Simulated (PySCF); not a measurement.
Work out the structure from these simulated measurements.

Formula: C4H13BO2Si.

* Triplet: lowest triplet excitation (Tamm–Dancoff): 5.33 eV [TDA PBE0/def2-SVPD]
* Rotational structure: rotational constants A, B, C: 2.769, 0.967, 0.866 GHz [PBE0-D3(BJ)/def2-SVP]
* UV, first state: lowest singlet excitation: 6.22 eV (199 nm, f = 0.014) [TDDFT PBE0/def2-SVPD]
* 1H NMR: chemical shifts (computed TMS as zero) by class: 4.24 (2 H), 3.22 (2 H), 1.04 (9 H) ppm [GIAO HF/pcSseg-1]
* Polarisability: 101.4 au [PBE0/def2-SVPD]
* Valence photoelectron: vertical ionisation energy: 9.28 eV [ΔSCF PBE0/def2-SVPD]
* UV, strongest line: among the 10 lowest singlet transitions: S9 at 7.95 eV (156 nm, f = 0.131) [TDDFT PBE0/def2-SVPD]
* Dipole: 0.94 D [PBE0/def2-SVPD]
* 13C NMR: chemical shifts (computed TMS as zero) by class: 26.5 (3 C), 8.8 (1 C) ppm [GIAO HF/pcSseg-1]

Electronic properties: PySCF, gas phase, density fitting. Levels stand in brackets. Isolated species at its PBE0-D3(BJ)/def2-SVP geometry (one conformer only). NMR classes are plain means over equivalent atoms (diastereotopic ones count apart unless rotation or inversion swaps them), as if these changed places fast.

Task: Give a SMILES that accounts for the data.

Result: Numbering: `[CH3:1][C:2]([CH3:3])([CH3:4])[SiH2:5][B:6]([OH:7])[OH:8]`. 4 carbons fall into 2 classes; from least to most shielded: methyl carbon [C1/C3/C4] (26.5 ppm, 3 C, up to 3.2 ppm apart in this geometry), sp3 carbon bound to silicon [C2] (8.8 ppm). Hydrogen classes from least to most shielded: 2 H on 2 boron-bound oxygens, O7/O8 (4.24 ppm), 2 H on an SiH2 silicon, Si5 (3.22 ppm), 9 H on 3 methyl carbons, C1/C3/C4 (1.04 ppm, a mean of values up to 1.1 ppm apart in this geometry). The first electron is taken from the HOMO, whose largest Löwdin shares are 0.27 on the sp3 carbon bound to silicon, 0.22 on the SiH2 silicon, 0.09 on the three-coordinate boron and 0.08 on a methyl carbon. The optimised geometry has point group C1 and is an asymmetric top. Structure: `CC(C)(C)[SiH2]B(O)O`. Computed isomers that give other values at the same levels: `[BH3-][O+]1CCC[C@H]1O[SiH3]` (rotational constant A: 2.559 GHz; this holds for the one conformer computed). The assignments are read from this structure; whether some other isomer fits the data as well wasn't checked.

Conformer computed: `[CH3:1][C:2]([CH3:3])([CH3:4])[SiH2:5][B:6]([OH:7])[OH:8]`: C1–C2–Si5–B6 57°, C2–Si5–B6–O7 -160°, H–O7–B6–Si5 2°, H–O8–B6–Si5 180°.
